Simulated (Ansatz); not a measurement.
Total energies of C₂H₆AsN (`C=N[AsH]C`).

Cartesian coordinates in Å:
```
C 1.0049 0.6237 -1.6889
N 0.1592 0.9684 -0.8237
As 0.4264 0.5820 0.9834
C -1.2016 -0.4866 1.1950
H 1.9104 0.0343 -1.4808
H 0.8488 0.9138 -2.7330
H 1.3767 -0.6163 0.8113
H -2.0577 0.1855 1.1389
H -1.1861 -0.9585 2.1784
H -1.2810 -1.2463 0.4193
```

Total charge 0; spin multiplicity 1. Correlated methods include outer-core shells of As, which these sets cover unevenly. Scalar relativity is left out up to krypton. All single points use the PBE0-D4/def2-TZVP geometry. It is one conformer, not always the lowest. Basis def2-TZVPP, Ansatz 0.2.0.

RPA on PBE orbitals: Hartree–Fock energy of these orbitals -2367.84141 Eh, correlation -1.31229 Eh (frozen core).

```tsv
functional	energy without D4 (Eh)	D4 term (kJ/mol)
PBE	-2369.95752	-19.3
r2SCANh	-2370.36573	-4.9
```

**Question.** Give the same for LDA (SPW92), revPBE, BLYP, r2SCAN, B97M-V, PBE0, B3LYP, r2SCAN0, HSE06 (plane-wave form), BHLYP, CAM-B3LYP, LC-ωPBE, ωB97X-V, ωB97M-V, B2PLYP, PBE-QIDH. (An estimate is asked.)

**Answer.** Computed: 
```json
{"functional": "LDA (SPW92)", "energy without D4 (Eh)": "-2365.97529", "D4 term (kJ/mol)": "–"}
{"functional": "revPBE", "energy without D4 (Eh)": "-2370.25450", "D4 term (kJ/mol)": "-61.4"}
{"functional": "BLYP", "energy without D4 (Eh)": "-2370.46131", "D4 term (kJ/mol)": "-43.1"}
{"functional": "r2SCAN", "energy without D4 (Eh)": "-2370.37909", "D4 term (kJ/mol)": "-4.7"}
{"functional": "B97M-V", "energy without D4 (Eh)": "-2370.05080", "D4 term (kJ/mol)": "–"}
{"functional": "PBE0", "energy without D4 (Eh)": "-2370.03306", "D4 term (kJ/mol)": "-16.2"}
{"functional": "B3LYP", "energy without D4 (Eh)": "-2370.51970", "D4 term (kJ/mol)": "-31.3"}
{"functional": "r2SCAN0", "energy without D4 (Eh)": "-2370.34704", "D4 term (kJ/mol)": "-5.5"}
{"functional": "HSE06 (plane-wave form)", "energy without D4 (Eh)": "-2370.02716", "D4 term (kJ/mol)": "-15.1"}
{"functional": "BHLYP", "energy without D4 (Eh)": "-2370.36643", "D4 term (kJ/mol)": "-23.5"}
{"functional": "CAM-B3LYP", "energy without D4 (Eh)": "-2370.51950", "D4 term (kJ/mol)": "-16.4"}
{"functional": "LC-ωPBE", "energy without D4 (Eh)": "-2370.07638", "D4 term (kJ/mol)": "–"}
{"functional": "ωB97X-V", "energy without D4 (Eh)": "-2370.22128", "D4 term (kJ/mol)": "–"}
{"functional": "ωB97M-V", "energy without D4 (Eh)": "-2370.27657", "D4 term (kJ/mol)": "–"}
{"functional": "B2PLYP", "energy without D4 (Eh)": "-2369.98019", "D4 term (kJ/mol)": "–"}
{"functional": "PBE-QIDH", "energy without D4 (Eh)": "-2369.69027", "D4 term (kJ/mol)": "–"}
```

B3LYP takes the VWN-RPA correlation (the form of Gaussian; ORCA's B3LYP/G). HSE06 is the plane-wave form, built on full-range PBE exchange. The double hybrids freeze the cores in their second-order part.

LC-ωPBE has ω = 0.4 bohr⁻¹.
